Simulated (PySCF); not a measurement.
# What a mistake does to a calculation on BCH6OSi

All numbers below are calculated, not measured. They come from PySCF 2.14.0, an open-source quantum chemistry program, on an isolated molecule that a program drew, which may never have been made. The molecule is BCH6OSi (charge 0, doublet), drawn as the SMILES string `[CH2]BO[SiH3]`.

Each row is a Hartree-Fock (HF) and frozen-core CCSD(T) single point in the cc-pV(D+d)Z basis, meant for a local HF minimum. Run 1 is clean. Each other run has one planted mistake out of seven kinds, and not every kind appears here: one electron removed, one electron added, multiplicity raised by two, geometry at a saddle point, minimal basis STO-3G, one bond length entered in bohr, all coordinates scaled. The reference is restricted for singlets and unrestricted otherwise, and also for a bond in bohr. Adding or removing an electron swaps singlet and doublet. Electrons count all cores. HOMO and LUMO are orbital energies over both spins, the gradient is its largest component, and the lowest frequency (negative if imaginary) is given only where the gradient is small. Bond lengths are over the 9 bonds as drawn. T1 is the CCSD diagnostic: over 0.02 (restricted) or 0.045 (unrestricted) a single reference is doubtful.

Geometry of the clean run:
```xyz
10
BCH6OSi, angstrom
C    -0.3799    1.3053    0.3179
B     1.1666    1.4199    0.2600
O     1.9926    0.3767    0.5452
Si    1.8852   -1.2084    1.0011
H    -0.9084    0.3938    0.5876
H    -1.0253    2.1468    0.0873
H     1.6854    2.4611   -0.0464
H     1.1858   -1.3218    2.2988
H     1.1457   -1.9852   -0.0167
H     3.2581   -1.7285    1.1263
```

| run | electrons | basis functions | <S^2> | HOMO (eV) | LUMO (eV) | gradient (hartree/bohr) | lowest frequency (cm^-1) | mean bond (Å) | longest bond (Å) | T1 | HF (hartree) | CCSD(T) (hartree) | mistake |
|---|---|---|---|---|---|---|---|---|---|---|---|---|---|
| 1 | 39 | 95 | 0.758 | -10.75 | 1.65 | 3.9e-06 | 46 | 1.3747 | 1.653 | 0.0142 | -429.90027 | -430.44538 | no fault |
| 2 | 40 | 95 | 0.000 | -0.99 | 8.07 | 1.1e-01 | - | 1.3747 | 1.653 | 0.0159 | -429.87882 | -430.47149 | one electron added |
| 3 | 38 | 95 | 0.000 | -16.89 | -7.76 | 1.1e-01 | - | 1.3747 | 1.653 | 0.0289 | -429.56292 | -430.09486 | one electron removed |
| 4 | 39 | 95 | 1.599 | -8.72 | 1.15 | 2.4e-02 | - | 1.5092 | 2.572 | 0.0816 | -429.71392 | -430.24939 | one bond length entered in bohr |
| 5 | 39 | 30 | 0.764 | -8.83 | 6.08 | 4.7e-02 | - | 1.3747 | 1.653 | 0.0199 | -424.74770 | -424.95907 | ? |

**Which mistake was planted in run 5, and what did it cost?**

It has 30 basis functions where the clean run has 95, with the same electrons and geometry. So the mistake is: minimal basis STO-3G. Subtracting run 1 and multiplying by 627.51 kcal/mol a hartree, the energy moved by 3233.3 kcal/mol in HF and 3442.7 kcal/mol in CCSD(T).

Cautions from the logs. Run 3: T1 is over the limit, so its CCSD(T) energy is less reliable; run 4: T1 is over the limit, so its CCSD(T) energy is less reliable.
